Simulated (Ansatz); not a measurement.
`C/C=[CH]\[GaH2]` and `C#C/C=C/C` differ in one atom or group (the configuration at the double bond changes too).

Ansatz, PBE0-D4/def2-TZVP geometries, multiplicity 1. 

Scalar relativity is left out up to krypton.

```json
{"property": "size of the dipole moment (ωB97M-V/def2-TZVPP) / D", "`C/C=[CH]\\[GaH2]`": "1.27"}
{"property": "HOMO energy (PBE0/def2-TZVPP) / eV", "`C/C=[CH]\\[GaH2]`": "-7.61"}
{"property": "size of the dipole moment (B3LYP/def2-TZVPP) / D", "`C/C=[CH]\\[GaH2]`": "1.38"}
{"property": "LUMO energy (ωB97M-V/def2-TZVPP) / eV", "`C/C=[CH]\\[GaH2]`": "0.06"}
{"property": "HOMO energy (ωB97M-V/def2-TZVPP) / eV", "`C/C=[CH]\\[GaH2]`": "-9.81"}
{"property": "size of the dipole moment (PBE/def2-TZVPP) / D", "`C/C=[CH]\\[GaH2]`": "1.44"}
```

**Question.** Give the same properties after the change, and the shifts. (Best estimate.)

**Answer.** The calculation gave: 
| property | `C#C/C=C/C` | shift |
| --- | --- | --- |
| size of the dipole moment (ωB97M-V/def2-TZVPP) / D | 1.13 | -0.14 |
| HOMO energy (PBE0/def2-TZVPP) / eV | -6.81 | 0.80 |
| size of the dipole moment (B3LYP/def2-TZVPP) / D | 1.14 | -0.24 |
| LUMO energy (ωB97M-V/def2-TZVPP) / eV | 1.39 | 1.33 |
| HOMO energy (ωB97M-V/def2-TZVPP) / eV | -8.91 | 0.90 |
| size of the dipole moment (PBE/def2-TZVPP) / D | 1.15 | -0.29 |

With PBE0 the HOMO rises by 0.80 eV and the LUMO rises by 1.01 eV, so the gap widens by about 0.21 eV. PBE moves the HOMO by 0.78 eV and ωB97M-V by 0.90 eV. Dipoles are sizes alone; their direction can turn.

Positive LUMOs are unbound, so they and the gaps depend on the basis.

B3LYP here is the variant with VWN-RPA as its local correlation; programs differ in this.
